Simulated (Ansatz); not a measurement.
Reaction (substitution at a C–O bond): `COB(O)Br` + `[OH][SnH2][OH]` → `C[O][SnH2][OH]` + `OB(O)Br`

Gas-phase electronic energies from Ansatz, PBE0-D4/def2-TZVP geometries. CCSD(T)/CBS is the MP2 limit (def2-TZVPP, def2-QZVPP) plus CCSD(T) − MP2 in def2-TZVPP, frozen cores. Functionals use def2-TZVPP. def2 core potentials past Kr. For Br, Sn outer-core shells are correlated without core-valence functions, which leaves a few kJ/mol of doubt a bond. Scalar relativity is left out up to krypton. One conformer a species, not always the lowest.

Problem. Is it downhill or uphill in electronic energy at CCSD(T)/CBS, and by how much? (Estimate.)

Solution. Computed: Uphill: ΔE = +3.2 kcal/mol.

Problem. What do these levels give: B2PLYP, PBE, HF/def2-TZVPP, SCS-MP2/def2-TZVPP, HF/def2-QZVPP, SCS-MP2/def2-QZVPP? (Estimate.)

Solution. The calculation gave: B2PLYP 3.3, PBE 3.3, HF/def2-TZVPP 2.0, SCS-MP2/def2-TZVPP 3.4, HF/def2-QZVPP 2.0, SCS-MP2/def2-QZVPP 3.4 kcal/mol.

Largest T1 diagnostic among the species: 0.014.

In def2-TZVPP, CCSD(T) changes the Hartree–Fock value by +1.2 kcal/mol (the triples alone add +0.3 kcal/mol) and MP2 by +1.6 kcal/mol.
